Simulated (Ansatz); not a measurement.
Program: Ansatz. Geometries: PBE0-D4/def2-TZVP. ΔE: electronic, gas phase. CBS: MP2 limit from def2 TZ/QZ plus the TZ coupled-cluster correction, frozen cores. This one scheme is used for every species. DFT in def2-TZVPP. def2 core potentials past Kr. For Ga, I outer-core shells are correlated without core-valence functions, which leaves a few kJ/mol of doubt a bond. Scalar relativity is left out up to krypton. One conformer a species, not always the lowest.

Consider the cleavage of the Ga–B bond: `F[BH][GaH][F]` + HI → `[F][GaH][I]` + `BF`.

`F[BH][GaH][F]`:

Cartesian coordinates in Å:
```
F -1.205 -1.579 0.752
B -0.268 -0.660 0.892
Ga 0.126 0.681 -0.701
F 1.512 0.178 -1.679
H 0.316 -0.652 1.943
H -0.480 2.032 -1.207
```

HI:

Z-matrix (Å, degrees):
```
I
H 1 1.610
```

`[F][GaH][I]`:

Z-matrix (Å, degrees):
```
Ga
F 1 1.748
I 1 2.462 2 114.0
H 1 1.548 2 119.0 3 -180.0
```

`BF`:

Z-matrix (Å, degrees):
```
B
F 1 1.317
H 1 1.197 2 117.8
H 1 1.198 2 117.8 3 -180.0
```

```json
{"level": "B97M-V", "ΔE (kcal/mol)": "-35.6"}
{"level": "B2PLYP", "ΔE (kcal/mol)": "-37.9"}
{"level": "r2SCAN", "ΔE (kcal/mol)": "-37.4"}
{"level": "PBE0", "ΔE (kcal/mol)": "-36.5"}
{"level": "HF/def2-SVP", "ΔE (kcal/mol)": "-42.0"}
{"level": "HF/def2-TZVPP", "ΔE (kcal/mol)": "-42.3"}
{"level": "CCSD/def2-TZVPP", "ΔE (kcal/mol)": "-37.3"}
{"level": "HF/CBS(def2)", "ΔE (kcal/mol)": "-42.3"}
```

Task: What does CCSD(T)/CBS give? (An estimate is asked.)

Result: The calculation gave: -37.7 kcal/mol. The listed levels differ from it by 2.1, -0.2, 0.3, 1.2, -4.3, -4.6, 0.4, -4.6 kcal/mol.

Largest T1 diagnostic among the species: 0.015.

Leaving LDA and LC-ωPBE aside and taking each functional with its dispersion term where it has one, the values, not all of them listed here, spread over 5.4 kcal/mol, from BHLYP-D4 to revPBE-D4. LDA lies +0.9 kcal/mol from PBE without D4. From PBE to PBE0 (25 % exact exchange), in def2-TZVPP and without D4, ΔE moves by −2.2 kcal/mol.
